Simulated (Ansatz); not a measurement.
Ansatz (a program for electronic structure) input (B3LYP-D3(BJ)/def2-TZVP):

Ansatz 0.2 input:
```yaml
crystal:
  periodic: [false, false, false]
  atoms:
    - {symbol: C, position_ang: [3.84698057, -0.11043282, 0.19988884]}
    - {symbol: C, position_ang: [2.52037349, -0.75993377, 0.05764210]}
    - {symbol: C, position_ang: [1.34580041, 0.22036556, 0.07421930]}
    - {symbol: C, position_ang: [-0.01282455, -0.46495039, -0.03753679]}
    - {symbol: C, position_ang: [-1.18470729, 0.51324085, -0.01537859]}
    - {symbol: C, position_ang: [-2.53404890, -0.17911836, -0.13776930]}
    - {symbol: O, position_ang: [-3.63469241, 0.72081004, -0.05812550]}
    - {symbol: H, position_ang: [3.94560624, 0.83732344, 0.71295498]}
    - {symbol: H, position_ang: [4.75325348, -0.62243578, -0.09280306]}
    - {symbol: H, position_ang: [2.49229230, -1.35497968, -0.86315579]}
    - {symbol: H, position_ang: [2.37240772, -1.49350725, 0.86857424]}
    - {symbol: H, position_ang: [1.46394448, 0.93521199, -0.74613018]}
    - {symbol: H, position_ang: [1.38236566, 0.80640199, 0.99862877]}
    - {symbol: H, position_ang: [-0.12418297, -1.18158107, 0.78367126]}
    - {symbol: H, position_ang: [-0.04531530, -1.05369332, -0.96107269]}
    - {symbol: H, position_ang: [-1.17215715, 1.09422907, 0.91128662]}
    - {symbol: H, position_ang: [-1.07445959, 1.23113064, -0.83736743]}
    - {symbol: H, position_ang: [-2.67321085, -0.88007070, 0.68745597]}
    - {symbol: H, position_ang: [-2.57466659, -0.75982334, -1.06901742]}
    - {symbol: H, position_ang: [-3.55778054, 1.36028703, -0.77441460]}
basis:
  gaussian:
    orbitals: def2-TZVP
hamiltonian:
  xc: b3lyp
  dispersion: d3bj
magnetization: {spin_polarized: true, initial_magnetization: 1}
phonons: {temperatures: {t_min: 298.15, t_max: 298.15, t_step: 100}}
```

Output:

```
Functional definition: B3LYP
integrals: 0.27 GiB planned
1803 factors; their error is unknown
0.36 GiB of the device are held for the grids
1.93 GiB of device memory are held for the factors and their scratch space
mean field: 2.26 GiB planned
mean field evaluation 1: about -8466.1475 eV, gradient 6.1e1 eV
mean field evaluation 2: about -8454.6840 eV, gradient 7.9e1 eV
mean field evaluation 4: about -8483.0989 eV, gradient 5.1e0 eV
mean field evaluation 8: about -8483.1995 eV, gradient 6.8e-2 eV
mean field evaluation 16: about -8483.1518 eV, gradient 5.4e-4 eV
mean field -8483.15182138 eV, -311.7500793490 hartree, gradient 3.0e-5 eV, S^2 0.753970; 0 other end points of the search recorded, 0 dependent functions left out
the calculation of the forces begins
reference -8483.15217600 eV, -311.7500923811 hartree; 29, 28 occupied and 266, 267 virtual orbitals, 1803 factors
these checks for a lower state are left out or cut short: stability, starts, cluster_reference, orbital_swaps, neighbouring_geometries, increment
integrals: 0.27 GiB planned
1803 factors; their error is unknown
0.36 GiB of the device are held for the grids
1.93 GiB of device memory are held for the factors and their scratch space
mean field: 2.26 GiB planned
mean field -8483.15171507 eV, -311.7500754422 hartree, gradient 3.3e-6 eV, S^2 0.753965; 0 other end points of the search recorded, 0 dependent functions left out
the calculation of the forces begins
reference -8483.15206966 eV, -311.7500884730 hartree; 29, 28 occupied and 266, 267 virtual orbitals, 1803 factors
these checks for a lower state are left out or cut short: stability, starts, cluster_reference, orbital_swaps, neighbouring_geometries, increment
integrals: 0.27 GiB planned
1803 factors; their error is unknown
0.36 GiB of the device are held for the grids
1.93 GiB of device memory are held for the factors and their scratch space
mean field: 2.26 GiB planned
mean field evaluation 32: about -8483.1516 eV, gradient 2.8e-6 eV
mean field -8483.15158908 eV, -311.7500708119 hartree, gradient 3.3e-6 eV, S^2 0.753974; 0 other end points of the search recorded, 0 dependent functions left out
the calculation of the forces begins
reference -8483.15194373 eV, -311.7500838453 hartree; 29, 28 occupied and 266, 267 virtual orbitals, 1803 factors
these checks for a lower state are left out or cut short: stability, starts, cluster_reference, orbital_swaps, neighbouring_geometries, increment
integrals: 0.27 GiB planned
1803 factors; their error is unknown
0.36 GiB of the device are held for the grids
1.93 GiB of device memory are held for the factors and their scratch space
mean field: 2.26 GiB planned
mean field -8483.15166961 eV, -311.7500737714 hartree, gradient 3.3e-6 eV, S^2 0.753966; 0 other end points of the search recorded, 0 dependent functions left out
the calculation of the forces begins
reference -8483.15202425 eV, -311.7500868041 hartree; 29, 28 occupied and 266, 267 virtual orbitals, 1803 factors
these checks for a lower state are left out or cut short: stability, starts, cluster_reference, orbital_swaps, neighbouring_geometries, increment
integrals: 0.27 GiB planned
1803 factors; their error is unknown
0.36 GiB of the device are held for the grids
1.93 GiB of device memory are held for the factors and their scratch space
mean field: 2.26 GiB planned
mean field -8483.15166999 eV, -311.7500737854 hartree, gradient 3.3e-6 eV, S^2 0.753974; 0 other end points of the search recorded, 0 dependent functions left out
[...]
1803 factors; their error is unknown
0.36 GiB of the device are held for the grids
1.93 GiB of device memory are held for the factors and their scratch space
mean field: 2.27 GiB planned
mean field -8483.15177164 eV, -311.7500775211 hartree, gradient 3.3e-6 eV, S^2 0.753970; 0 other end points of the search recorded, 0 dependent functions left out
the calculation of the forces begins
reference -8483.15212624 eV, -311.7500905522 hartree; 29, 28 occupied and 266, 267 virtual orbitals, 1803 factors
these checks for a lower state are left out or cut short: stability, starts, cluster_reference, orbital_swaps, neighbouring_geometries, increment
integrals: 0.27 GiB planned
1803 factors; their error is unknown
0.36 GiB of the device are held for the grids
1.93 GiB of device memory are held for the factors and their scratch space
mean field: 2.26 GiB planned
mean field evaluation 800: about -8483.1518 eV, gradient 6.5e-4 eV
mean field -8483.15179632 eV, -311.7500784279 hartree, gradient 3.3e-6 eV, S^2 0.753970; 0 other end points of the search recorded, 0 dependent functions left out
the calculation of the forces begins
reference -8483.15215097 eV, -311.7500914609 hartree; 29, 28 occupied and 266, 267 virtual orbitals, 1803 factors
these checks for a lower state are left out or cut short: stability, starts, cluster_reference, orbital_swaps, neighbouring_geometries, increment
integrals: 0.27 GiB planned
1803 factors; their error is unknown
0.36 GiB of the device are held for the grids
1.93 GiB of device memory are held for the factors and their scratch space
mean field: 2.26 GiB planned
mean field -8483.15173224 eV, -311.7500760732 hartree, gradient 3.3e-6 eV, S^2 0.753970; 0 other end points of the search recorded, 0 dependent functions left out
the calculation of the forces begins
reference -8483.15208684 eV, -311.7500891043 hartree; 29, 28 occupied and 266, 267 virtual orbitals, 1803 factors
these checks for a lower state are left out or cut short: stability, starts, cluster_reference, orbital_swaps, neighbouring_geometries, increment
integrals: 0.27 GiB planned
1803 factors; their error is unknown
0.36 GiB of the device are held for the grids
1.93 GiB of device memory are held for the factors and their scratch space
mean field: 2.26 GiB planned
mean field -8483.15176144 eV, -311.7500771462 hartree, gradient 3.3e-6 eV, S^2 0.753970; 0 other end points of the search recorded, 0 dependent functions left out
the calculation of the forces begins
reference -8483.15211609 eV, -311.7500901793 hartree; 29, 28 occupied and 266, 267 virtual orbitals, 1803 factors
these checks for a lower state are left out or cut short: stability, starts, cluster_reference, orbital_swaps, neighbouring_geometries, increment
integrals: 0.27 GiB planned
1803 factors; their error is unknown
0.36 GiB of the device are held for the grids
1.93 GiB of device memory are held for the factors and their scratch space
mean field: 2.26 GiB planned
mean field -8483.15178326 eV, -311.7500779478 hartree, gradient 3.3e-6 eV, S^2 0.753970; 0 other end points of the search recorded, 0 dependent functions left out
the calculation of the forces begins
reference -8483.15213785 eV, -311.7500909791 hartree; 29, 28 occupied and 266, 267 virtual orbitals, 1803 factors
these checks for a lower state are left out or cut short: stability, starts, cluster_reference, orbital_swaps, neighbouring_geometries, increment
integrals: 0.27 GiB planned
1803 factors; their error is unknown
0.36 GiB of the device are held for the grids
1.93 GiB of device memory are held for the factors and their scratch space
mean field: 2.26 GiB planned
mean field -8483.15183500 eV, -311.7500798493 hartree, gradient 3.3e-6 eV, S^2 0.753970; 0 other end points of the search recorded, 0 dependent functions left out
the calculation of the forces begins
reference -8483.15218964 eV, -311.7500928822 hartree; 29, 28 occupied and 266, 267 virtual orbitals, 1803 factors
these checks for a lower state are left out or cut short: stability, starts, cluster_reference, orbital_swaps, neighbouring_geometries, increment
integrals: 0.27 GiB planned
1803 factors; their error is unknown
0.36 GiB of the device are held for the grids
1.93 GiB of device memory are held for the factors and their scratch space
mean field: 2.26 GiB planned
mean field evaluation 832: about -8483.1882 eV, gradient 5.4e-1 eV
mean field -8483.15176135 eV, -311.7500771427 hartree, gradient 3.3e-6 eV, S^2 0.753970; 0 other end points of the search recorded, 0 dependent functions left out
the calculation of the forces begins
reference -8483.15211597 eV, -311.7500901748 hartree; 29, 28 occupied and 266, 267 virtual orbitals, 1803 factors
these checks for a lower state are left out or cut short: stability, starts, cluster_reference, orbital_swaps, neighbouring_geometries, increment
integrals: 0.27 GiB planned
1803 factors; their error is unknown
0.36 GiB of the device are held for the grids
1.93 GiB of device memory are held for the factors and their scratch space
mean field: 2.26 GiB planned
mean field -8483.15173257 eV, -311.7500760851 hartree, gradient 3.3e-6 eV, S^2 0.753970; 0 other end points of the search recorded, 0 dependent functions left out
the calculation of the forces begins
reference -8483.15208719 eV, -311.7500891171 hartree; 29, 28 occupied and 266, 267 virtual orbitals, 1803 factors
these checks for a lower state are left out or cut short: stability, starts, cluster_reference, orbital_swaps, neighbouring_geometries, increment
integrals: 0.27 GiB planned
1803 factors; their error is unknown
0.36 GiB of the device are held for the grids
1.93 GiB of device memory are held for the factors and their scratch space
mean field: 2.26 GiB planned
mean field -8483.15172455 eV, -311.7500757905 hartree, gradient 3.3e-6 eV, S^2 0.753970; 0 other end points of the search recorded, 0 dependent functions left out
the calculation of the forces begins
reference -8483.15207918 eV, -311.7500888230 hartree; 29, 28 occupied and 266, 267 virtual orbitals, 1803 factors
these checks for a lower state are left out or cut short: stability, starts, cluster_reference, orbital_swaps, neighbouring_geometries, increment
integrals: 0.27 GiB planned
1803 factors; their error is unknown
0.36 GiB of the device are held for the grids
1.93 GiB of device memory are held for the factors and their scratch space
mean field: 2.26 GiB planned
mean field -8483.15174275 eV, -311.7500764593 hartree, gradient 3.3e-6 eV, S^2 0.753970; 0 other end points of the search recorded, 0 dependent functions left out
the calculation of the forces begins
reference -8483.15209736 eV, -311.7500894908 hartree; 29, 28 occupied and 266, 267 virtual orbitals, 1803 factors
Total energy: -8483.83331496 eV, -311.7751237762 hartree
Atom 0 at     3.846981    -0.110433     0.199889 Å, force    -0.000045     0.000459    -0.000005 eV/Å
Atom 1 at     2.520373    -0.759934     0.057642 Å, force    -0.000535    -0.000151     0.000275 eV/Å
Atom 2 at     1.345800     0.220366     0.074219 Å, force    -0.000005     0.000746    -0.000077 eV/Å
Atom 3 at    -0.012825    -0.464950    -0.037537 Å, force    -0.000040    -0.000960    -0.000012 eV/Å
Atom 4 at    -1.184707     0.513241    -0.015379 Å, force     0.000130     0.000827     0.000035 eV/Å
Atom 5 at    -2.534049    -0.179118    -0.137769 Å, force     0.000458    -0.000652     0.000080 eV/Å
Atom 6 at    -3.634692     0.720810    -0.058126 Å, force     0.000263    -0.000125     0.000194 eV/Å
Atom 7 at     3.945606     0.837323     0.712955 Å, force     0.000204    -0.000609    -0.000393 eV/Å
Atom 8 at     4.753253    -0.622436    -0.092803 Å, force    -0.000495     0.000320     0.000241 eV/Å
Atom 9 at     2.492292    -1.354980    -0.863156 Å, force     0.000012    -0.000022    -0.000115 eV/Å
Atom 10 at     2.372408    -1.493507     0.868574 Å, force     0.000162    -0.000202     0.000085 eV/Å
Atom 11 at     1.463944     0.935212    -0.746130 Å, force    -0.000049     0.000148    -0.000085 eV/Å
Atom 12 at     1.382366     0.806402     0.998629 Å, force     0.000086     0.000029     0.000046 eV/Å
Atom 13 at    -0.124183    -1.181581     0.783671 Å, force    -0.000069    -0.000068     0.000081 eV/Å
Atom 14 at    -0.045315    -1.053693    -0.961073 Å, force    -0.000025    -0.000128    -0.000080 eV/Å
Atom 15 at    -1.172157     1.094229     0.911287 Å, force    -0.000055     0.000026     0.000055 eV/Å
Atom 16 at    -1.074460     1.231131    -0.837367 Å, force     0.000097     0.000134    -0.000036 eV/Å
Atom 17 at    -2.673211    -0.880071     0.687456 Å, force    -0.000195    -0.000053     0.000007 eV/Å
Atom 18 at    -2.574667    -0.759823    -1.069017 Å, force    -0.000085     0.000158    -0.000099 eV/Å
Atom 19 at    -3.557781     1.360287    -0.774415 Å, force     0.000185     0.000123    -0.000198 eV/Å
Dipole moment:     0.237866    -0.015594    -0.208836 e Å
Vibrations: 62.91 75.25 102.37 105.94 140.60 156.59 251.55 287.95 313.60 431.56 490.89 510.40 731.70 757.92 821.58 890.16 954.10 1005.35 1030.94 1064.11 1067.50 1076.10 1090.17 1136.34 1147.96 1248.44 1255.34 1303.87 1317.91 1331.18 1335.27 1371.04 1390.58 1404.84 1421.99 1463.92 1468.15 1487.99 1491.58 1506.45 1518.67 2916.37 2979.10 2997.78 3001.49 3003.83 3017.00 3023.94 3046.22 3058.67 3076.64 3141.84 3240.73 3796.40 cm⁻¹, zero-point energy 4.855267 eV
```

It need not be the lowest isomer of its formula.
